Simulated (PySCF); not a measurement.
Question: What does the PBE0-D3(BJ)/def2-SVP structure of `[NH3]->[Zn+2](<-[NH3])(<-[NH3])<-[NH3]` look like in three dimensions? (Charge +2 and singlet state.)

Answer: 
Z-matrix in Å and degrees, rows numbered from 1:
```
N 
Zn  1  2.0706
N   2  2.0707  1  109.12
N   2  2.0706  1  110.77  3  -120.81
N   2  2.0708  1  109.41  3   119.02
H   1  1.0261  2  113.89  3     3.39
H   1  1.0261  2  113.86  3  -116.48
H   1  1.0260  2  114.30  3   123.47
H   3  1.0262  2  113.86  1    46.74
H   3  1.0262  2  113.98  1   166.63
H   3  1.0263  2  113.98  1   -73.26
H   4  1.0261  2  113.84  1   125.54
H   4  1.0260  2  114.34  1     5.44
H   4  1.0261  2  113.84  1  -114.69
H   5  1.0262  2  113.94  1  -177.92
H   5  1.0262  2  113.90  1   -58.01
H   5  1.0263  2  113.96  1    62.01
```

N1 (nitrogen bonded to Zn and 3 H) is distorted tetrahedral (angles from 104.5° to 114.3°). All 4 N–Zn bonds measure 2.071 Å. Zn2 (zinc bonded to 4 N) is tetrahedral (angles from 108.9° to 110.8°).

The calculation used PBE0-D3(BJ)/def2-SVP geometry optimisation, gas phase (PySCF 2.14.0).

Whether it is a minimum is left open (no frequencies). No counter-ion or solvent screens the charge of this multiply charged ion.
